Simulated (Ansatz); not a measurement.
```yaml
crystal:
  periodic: [false, false, false]
  atoms:
    - {symbol: C, position_ang: [-2.650605, 3.358538, 0.184310]}
    - {symbol: C, position_ang: [-3.196476, 2.353202, -0.632830]}
    - {symbol: C, position_ang: [-2.654558, 1.019768, -0.505948]}
    - {symbol: C, position_ang: [-3.280602, 0.220030, -1.491114]}
    - {symbol: C, position_ang: [-1.239592, 1.080654, -0.642342]}
    - {symbol: C, position_ang: [-0.476556, -0.132313, -0.771355]}
    - {symbol: C, position_ang: [-0.797122, -1.069202, 0.234562]}
    - {symbol: C, position_ang: [0.888652, 0.316912, -0.711099]}
    - {symbol: C, position_ang: [1.993743, -0.596296, -0.741280]}
    - {symbol: C, position_ang: [2.206780, -1.265695, 0.498502]}
    - {symbol: C, position_ang: [1.922129, -1.531034, -1.797300]}
    - {symbol: C, position_ang: [3.151423, 0.196426, -0.944835]}
    - {symbol: O, position_ang: [3.919884, 0.029930, -1.742664]}
    - {symbol: O, position_ang: [3.228337, 1.104409, -0.091188]}
    - {symbol: C, position_ang: [4.325419, 1.866123, -0.127160]}
    - {symbol: C, position_ang: [5.348224, 1.305317, 0.624255]}
    - {symbol: C, position_ang: [5.432994, 1.547002, 1.894938]}
    - {symbol: C, position_ang: [6.359527, 1.000796, 2.607469]}
    - {symbol: C, position_ang: [7.212930, 0.204062, 2.054614]}
    - {symbol: C, position_ang: [7.134564, -0.043727, 0.789131]}
    - {symbol: C, position_ang: [6.207086, 0.501763, 0.077156]}
    - {symbol: C, position_ang: [-0.699274, -0.629944, -2.075037]}
    - {symbol: O, position_ang: [-0.541366, -0.032885, -3.009957]}
    - {symbol: O, position_ang: [-1.100042, -1.813662, -2.092737]}
    - {symbol: C, position_ang: [-1.312736, -2.313463, -3.293960]}
    - {symbol: C, position_ang: [-2.977166, 0.618012, 0.803610]}
    - {symbol: O, position_ang: [-2.413100, 0.905729, 1.727303]}
    - {symbol: O, position_ang: [-4.036632, -0.057893, 0.841375]}
    - {symbol: C, position_ang: [-4.475280, -0.387857, 2.049300]}
    - {symbol: C, position_ang: [-4.128256, -1.703393, 2.385297]}
    - {symbol: C, position_ang: [-5.155165, -2.444721, 1.761584]}
    - {symbol: O, position_ang: [-6.221734, -1.656423, 1.790551]}
    - {symbol: C, position_ang: [-5.887078, -0.450860, 1.925992]}
    - {symbol: O, position_ang: [-6.612016, 0.387428, 1.921294]}
    - {symbol: H, position_ang: [-2.711948, 3.122527, 1.173904]}
    - {symbol: H, position_ang: [-1.669364, 3.535704, -0.028911]}
    - {symbol: H, position_ang: [-3.153315, 4.234127, 0.040289]}
    - {symbol: H, position_ang: [-3.086268, 2.610124, -1.616851]}
    - {symbol: H, position_ang: [-4.204150, 2.286715, -0.471432]}
    - {symbol: H, position_ang: [-4.293371, 0.303303, -1.434210]}
    - {symbol: H, position_ang: [-3.048324, -0.765976, -1.396923]}
    - {symbol: H, position_ang: [-2.984732, 0.528334, -2.416314]}
    - {symbol: H, position_ang: [-0.876685, 1.571650, 0.172861]}
    - {symbol: H, position_ang: [-1.027981, 1.653099, -1.460549]}
    - {symbol: H, position_ang: [-0.287939, -1.939576, 0.110135]}
    - {symbol: H, position_ang: [-0.585142, -0.687160, 1.154107]}
    - {symbol: H, position_ang: [-1.786130, -1.312856, 0.213920]}
    - {symbol: H, position_ang: [0.982131, 0.882424, 0.131843]}
    - {symbol: H, position_ang: [0.997771, 0.959680, -1.497410]}
    - {symbol: H, position_ang: [3.108166, -1.744414, 0.489180]}
    - {symbol: H, position_ang: [1.491650, -1.967885, 0.669822]}
    - {symbol: H, position_ang: [2.210843, -0.608078, 1.276091]}
    - {symbol: H, position_ang: [1.157142, -2.185541, -1.646829]}
    - {symbol: H, position_ang: [1.783857, -1.067927, -2.693447]}
    - {symbol: H, position_ang: [2.789733, -2.060360, -1.858288]}
    - {symbol: H, position_ang: [4.028711, 2.757699, 0.264445]}
    - {symbol: H, position_ang: [4.605512, 1.990205, -1.098873]}
    - {symbol: H, position_ang: [4.764560, 2.173914, 2.328413]}
    - {symbol: H, position_ang: [6.418376, 1.199954, 3.598732]}
    - {symbol: H, position_ang: [7.942757, -0.223337, 2.611804]}
    - {symbol: H, position_ang: [7.802588, -0.667223, 0.352340]}
    - {symbol: H, position_ang: [6.128624, 0.299774, -0.911516]}
    - {symbol: H, position_ang: [-0.454065, -2.305091, -3.844674]}
    - {symbol: H, position_ang: [-2.017434, -1.769321, -3.791804]}
    - {symbol: H, position_ang: [-1.634321, -3.266821, -3.150136]}
    - {symbol: H, position_ang: [-4.173420, 0.314974, 2.720009]}
    - {symbol: H, position_ang: [-4.177803, -1.810580, 3.399179]}
    - {symbol: H, position_ang: [-3.190091, -1.959060, 2.084342]}
    - {symbol: H, position_ang: [-5.392787, -3.311943, 2.240325]}
    - {symbol: H, position_ang: [-4.933487, -2.657801, 0.786001]}
basis:
  gaussian: {orbitals: 6-31G}
hamiltonian: {xc: {name: wB97X}}
scf: {lower_state_search: full}
```

```sh
$ ansatz run in.yaml --threads 2 --pin off --events-out ev --progress --plain --max-ram 22528MiB --backend cuda --devices 0, --max-vram 18GiB
```

Output, abridged:

```
Functional definition: wB97X
  name "wB97X"
  cite "Chai & Head-Gordon, J. Chem. Phys. 128, 084106 (2008) doi:10.1063/1.2834918"
  cite "Becke, J. Chem. Phys. 107, 8554 (1997) doi:10.1063/1.475007"
  parameter omega = 0.3/bohr
  parameter cx = 0.157706
  parameter cx1 = 0.726479
  parameter cx2 = 1.04760
  parameter cx3 = -5.70635
  parameter cx4 = 13.2794
  parameter css1 = -4.33879
  parameter css2 = 18.2308
  parameter css3 = -31.7430
  parameter css4 = 17.2901
  parameter cos1 = 2.37031
  parameter cos2 = -11.3995
  parameter cos3 = 6.58405
  parameter cos4 = -3.78132
  # The coefficients of nought are those of the uniform gas.
  exchange = spin_sum(e_x_unif_sr(omega)*poly(b97_u_x, 1 - cx, cx1, cx2, cx3, cx4)) + cx*exact_x_sr(omega)
      + exact_x_lr(omega)
  correlation = spin_sum(e_c_pw_same_spin*poly(b97_u_same, 1, css1, css2, css3, css4))
      + integral(e_c_pw_opposite_spin*poly(b97_u_opposite, 1, cos1, cos2, cos3, cos4))
5054 factors; integrals over basis functions are off by at most 1.9e-4 eV
1622 factors; integrals over basis functions are off by at most 2.9e-6 eV
mean field evaluation 1: about -43860.1976 eV, gradient 1.1e2 eV
mean field evaluation 2: about -43861.4667 eV, gradient 1.1e2 eV
mean field evaluation 4: about -43885.1242 eV, gradient 1.8e1 eV
mean field evaluation 8: about -43885.7668 eV, gradient 2.9e-1 eV
mean field evaluation 16: about -43885.7882 eV, gradient 4.6e-4 eV
mean field -43885.78822620 eV, -1612.7729704570 hartree, gradient 6.6e-5 eV, S^2 0.000000; 0 other end points of the search recorded, 0 dependent functions left out
reference -43885.78817119 eV, -1612.7729684355 hartree; 128, 128 occupied and 250, 250 virtual orbitals, 5054 factors
Total energy: -43885.78817119 eV, -1612.7729684355 hartree
```

Hardware: 2 threads of AMD EPYC 7R13 on a shared host and a share (18 GiB) of an NVIDIA H100 80GB HBM3. Wall time 16 s, peak host memory 1.5 GiB.
